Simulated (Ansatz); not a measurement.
Molecule: ZrO$_{3}$, net charge 0, singlet state. SMILES: [O]=[Zr]1[O][O]1
Geometry from a B3LYP-D3(BJ)/def2-TZVP (Ansatz, an electronic-structure program) optimisation:
```xyz
4

Zr     0.0277    -0.2201     0.3424
O     -0.0581    -1.6591    -0.6711
O      0.7036     1.3783    -0.5815
O     -0.7841     1.3810    -0.4594
```
Charge 0, spin multiplicity 1.

Parts of the frozen-core correlation energy in def2-TZVPP (Ansatz, hartree). Frozen orbitals: 7; correlated occupied orbitals by spin: 11 and 11; virtual: 131 and 131. No spin-orbit coupling. In def2 rows, elements after Kr have scalar-relativistic effective core potentials.

| term | value |
|---|---|
| reference (HF) | -271.17328 |
| MP2 opposite-spin | -0.62538 |
| MP2 same-spin | ___ |
| CCSD correlation | ___ |
| (T) | ___ |
| T1 diagnostic | 0.030 |
| largest doubles amplitude | 0.067 |

Some entries are withheld; supply them.


- MP2 same-spin, value: -0.23782
- CCSD correlation, value: -0.82735
- (T), value: -0.04809
